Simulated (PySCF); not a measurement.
```xyz
7

S      2.3954     0.1842    -0.7120
Ga     0.2806    -0.0855    -0.1988
S     -0.5928     1.1176     1.4207
S     -0.8545    -1.5671    -1.3548
H      2.5856     1.1256     0.2276
H     -1.8148     0.5727     1.3053
H     -1.9994    -1.3475    -0.6881
```

Charge 0, multiplicity 1.

Question: Give the Mulliken and meta-Löwdin atomic charges from PBE-D3(BJ)/def2-TZVP // PBE0-D3(BJ)/def2-TZVP run with PySCF.

Answer: 
| atom | Mulliken (e) | meta-Löwdin (e) |
|---|---|---|
| S1 | -0.28 | -0.24 |
| Ga2 | 0.35 | 0.38 |
| S3 | -0.27 | -0.25 |
| S4 | -0.27 | -0.24 |
| H5 | 0.16 | 0.12 |
| H6 | 0.16 | 0.12 |
| H7 | 0.15 | 0.11 |
